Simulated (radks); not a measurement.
Spherical quantum dot in the effective-mass picture: electrons in a hard-walled sphere of radius 1.54, with a point charge +1 (a donor) at the centre, all in effective atomic units (hartree* = m*/eps^2 hartree, bohr* = eps/m* bohr), one dielectric constant everywhere. Method: non-relativistic Kohn-Sham, exchange-only LDA, spin-polarised, spherical densities; computed with a radial shooting solver with Libxc functionals. Levels are named by radial order and angular momentum (1s, 1p, 1d, 2s, ...), and open shells are averaged over m. Results are scaled to m* = 0.206 and eps = 7.8, for which hartree* = 92.14 meV and bohr* = 2.004 nm.

N = 7, configuration 1s2 1p(up 3, down 2). This is the lowest configuration that the search found. Occupied and some empty levels:

level,occupation,eigenvalue (meV),<r> (nm)
1s up,1,640.46,1.560
1s down,1,647.90,1.557
1p up,3,835.61,1.872
1p down,2,843.61,1.873
1d up,0,1075.7,2.033
1d down,0,1083.6,2.034
2s up,0,1166.7,1.491
2s down,0,1172.4,1.492
1f up,0,1368.1,2.143
1f down,0,1375.8,2.144

Energy (meV): total 3357.27, kinetic 2359.9, external -834.04, Hartree 2272.0, exchange-correlation -440.60.
